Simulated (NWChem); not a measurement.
System: AlH2F; SMILES [F][AlH2]

Program: NWChem. Structure relaxed at the PBE-D3(BJ)/def2-SVP level. B3LYP is NWChem's, with the RPA form of VWN correlation. Vertical excitations in the gas phase; the lowest state need not have the same character in each row.

```json
[
 {"level": "PBE/aug-cc-pVDZ, TDA", "lowest excitation, singlet (eV)": "5.32", "oscillator strength of that lowest state": "0.000", "lowest state with f > 0.02, singlet (eV)": "7.27", "orbital gap (eV)": "5.19"},
 {"level": "B3LYP/aug-cc-pVDZ, TDA", "lowest excitation, singlet (eV)": "5.68", "oscillator strength of that lowest state": "0.000", "lowest state with f > 0.02, singlet (eV)": "7.88", "orbital gap (eV)": "6.86"},
 {"level": "LDA (Slater exchange, VWN5)/aug-cc-pVDZ, TDA", "lowest excitation, singlet (eV)": "5.18", "oscillator strength of that lowest state": "0.000", "lowest state with f > 0.02, singlet (eV)": "7.25", "orbital gap (eV)": "5.00"},
 {"level": "CAM-B3LYP/aug-cc-pVDZ, TDA", "lowest excitation, singlet (eV)": "5.82", "oscillator strength of that lowest state": "0.000", "lowest state with f > 0.02, singlet (eV)": "8.34", "orbital gap (eV)": "9.53"}
]
```
